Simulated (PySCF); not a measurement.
Ga(F)(Br)(OH), SMILES [OH][Ga]([F])[Br] (HBrFGaO), CAM-B3LYP/def2-SVP optimised geometry.

```
5

Ga    -0.18    -0.01     0.00
F     -1.04     1.50     0.00
Br     2.07    -0.01     0.00
O     -1.11    -1.50     0.01
H     -2.07    -1.37     0.00
```

Density from PySCF with CAM-B3LYP/def2-TZVP at that geometry.

Minimum of the electron density along straight lines between bonded atoms, close to the bond critical point (lines longer than 1.1 times the sum of covalent radii, or with two minima, are not listed):

| bond | length / Å | ρ at the minimum / e bohr⁻³ | ∇²ρ there / e bohr⁻⁵ | position (fraction from the first atom) |
|---|---|---|---|---|
| Ga1–F2 | 1.739 | 0.137 | 0.88 | 0.49 |
| Ga1–Br3 | 2.246 | 0.094 | 0.17 | 0.43 |
| Ga1–O4 | 1.757 | 0.145 | 0.78 | 0.49 |
| O4–H5 | 0.966 | 0.351 | -2.36 | 0.81 |
